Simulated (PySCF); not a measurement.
C2H4N2OSi, SMILES O[Si@H]1C=NC=N1. Heavy atoms are numbered as in [OH:1][Si@H:2]1[CH:3]=[N:4][CH:5]=[N:6]1. Hydrogens are named by the atom that carries them.

The structure is a stationary point at r2SCAN-D4/def2-SVP. The structure was generated by enumeration; whether it is a known compound was not checked. Other conformers were not sampled.

Method: PBE/def2-TZVP (PySCF).

ESP charges are fitted to the potential on shells at 1.4 to 2.0 van der Waals radii. Atomic charges (e), one atom of each kind:

```
atom       meta-Löwdin  ESP fit
---------  -----------  -------
O1 (OH)          -0.70    -0.67
Si2 (SiH)   (withheld)     0.76
C3 (CH)     (withheld)    -0.08
N4          (withheld)    -0.48
C5 (CH)           0.11     0.60
N6          (withheld)    -0.67
H on O1           0.36     0.45
H on Si2         -0.08    -0.07
H on C3           0.13     0.14
H on C5     (withheld)     0.01
```

Question: Some entries are withheld; supply them. (Estimate from the structure and the level; the computed values follow.)

Answer: 
- Si2 (SiH), meta-Löwdin: 0.99
- C3 (CH), meta-Löwdin: -0.20
- N4, meta-Löwdin: -0.24
- N6, meta-Löwdin: -0.48
- H on C5, meta-Löwdin: 0.13

Computed Mayer and Wiberg (Löwdin basis) orders of the bonds:
```
bond    Mayer  Wiberg
------  -----  ------
O1–Si2   1.27    1.71
Si2–C3   0.88    1.01
C3–N4    1.88    2.25
N4–C5    1.05    1.34
Si2–N6   1.05    1.21
C5–N6    1.93    2.32
```
